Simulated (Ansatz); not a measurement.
A search over several starts for the lowest SCF solution of Si₅F₃ at the given spin, in a small basis.

```yaml
crystal:
  periodic: [false, false, false]
  atoms:
    - {symbol: Si, position_ang: [1.062628, -1.597998, -0.187042]}
    - {symbol: Si, position_ang: [1.328995, 0.550297, -1.207141]}
    - {symbol: Si, position_ang: [-0.778186, -0.336490, 0.685434]}
    - {symbol: Si, position_ang: [-1.041895, 0.554165, -1.524500]}
    - {symbol: Si, position_ang: [0.803203, 1.426023, 1.029448]}
    - {symbol: F, position_ang: [-1.612470, 2.098527, -1.438573]}
    - {symbol: F, position_ang: [-1.967171, -0.891195, 1.658476]}
    - {symbol: F, position_ang: [2.204895, -1.803339, 0.983889]}
basis:
  gaussian: {orbitals: def2-SVP, initial_orbitals: start.molden}
magnetization: {spin_polarized: true, initial_magnetization: 3}
hamiltonian: {xc: pbe, dispersion: d4}
output: {orbitals: {seedname: orbitals}}
```

The file start.molden holds the orbitals of an earlier run on this structure, at another level or in another basis.

```sh
$ ansatz run in.yaml --threads 4 --pin off --events-out ev --progress --plain --max-ram 4787MiB
```

It prints (some lines left out):

```
Functional definition: PBE
1424 factors; their error is unknown
mean field evaluation 1: about -47492.8231 eV, gradient 4.2e0 eV
mean field evaluation 2: about -47492.9657 eV, gradient 1.6e-1 eV
mean field evaluation 4: about -47492.7975 eV, gradient 4.1e-3 eV
mean field evaluation 8: about -47488.2532 eV, gradient 3.7e1 eV
mean field evaluation 16: about -47492.9669 eV, gradient 1.5e-1 eV
mean field evaluation 32: about -47491.6392 eV, gradient 6.8e0 eV
mean field evaluation 64: about -47492.1104 eV, gradient 3.7e0 eV
mean field evaluation 96: about -47492.7585 eV, gradient 1.9e0 eV
mean field -47492.79749945 eV, -1745.3281163303 hartree, gradient 1.6e-5 eV, S^2 3.759045; 11 other end points of the search recorded, 0 dependent functions left out
reference -47492.79753785 eV, -1745.3281177418 hartree; 50, 47 occupied and 82, 85 virtual orbitals, 1424 factors
Total energy: -47493.32497286 eV, -1745.3475006205 hartree
```

It took 12 s on 4 threads of Arm Neoverse V2 on a shared host.

At PBE0-D4/def2-TZVP a doublet of charge 0 lies 1.87 eV below the quartet, each at its own geometry. The structure comes from a short search, and lower isomers may exist.
